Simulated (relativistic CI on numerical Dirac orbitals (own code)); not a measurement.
**Hyperfine structure of Ta56+, mass number 181**

Calculated at this level of theory: Dirac-Coulomb-Breit CI, orbitals from a KLI potential per configuration, model QED (radiative potential, 1s self-energy scaled to tabulated hydrogen-like ionisation energies), unscaled Slater integrals (own radial code, finite nucleus).

Configurations in the expansion (outside the closed core [Ne]): 3s2.3p5, 3s.3p6, 3s2.3p4.3d, 3s.3p5.3d, 3p6.3d, 3s.3p4.3d2, 3s2.3p3.3d.4p, 3p6.4s, 3s.3p4.3d.4s, 3s2.3p4.4s, 3p6.4p, 3s2.3p4.4p, 3s2.3p3.3d2, 3s2.3p2.3d3, 3s.3p3.3d3, 3s2.3p2.3d2.4s, 3s2.3p2.3d2.4p. Double excitations out of closed p, d and f shells are left out; levels of such configurations are missing from the list, as are those of other unlisted configurations, and high levels can miss mixing partners.

Nuclear spin I = 7/2, μ = 2.365 μN, Q = 3.17 b (tables of Stone and Pyykkö). The electronic factors are computed for point nuclear moments, without core polarisation or the Bohr-Weisskopf and QED corrections.

```csv
Level,E (cm⁻¹),A (GHz),B (GHz)
3s2.3p5 2P°_3/2,0,135.8,-1270
3s2.3p4.3d 2D_3/2,2101669,76.91,795
3s2.3p4.3d 4F_9/2,2499711,77.05,360
3s2.3p4.3d 2P_1/2,2550475,-66.38,
3s2.3p5 2P°_1/2,2627380,1181,
3s2.3p4.3d 2D_5/2,2729881,39.17,1450
3s2.3p4.3d 2D_5/2,2815239,58.66,-1150
```

Levels with J = 0, under 50 % of one LS term, or S terms without an open s electron are left out. Small factors come from cancelling terms and can be off by tens of per cent or more.

At this charge energies of transitions that change n are usually good to better than 1 %, and those within a shell (Δn = 0) to a few per cent.

Task: Give the hyperfine levels of 3s2.3p4.3d 2D_3/2 relative to its centre of gravity.

Result: With K = F(F + 1) − I(I + 1) − J(J + 1), E = AK/2 + B[¾K(K + 1) − I(I + 1)J(J + 1)]/[2I(2I − 1)J(2J − 1)]: F = 2: -93.09, F = 3: -430.4, F = 4: -350, F = 5: 602.6 GHz.

LS names give the leading component of a level, which can be under half, so a name can repeat, a term be missing and a line seem to break the LS rules.
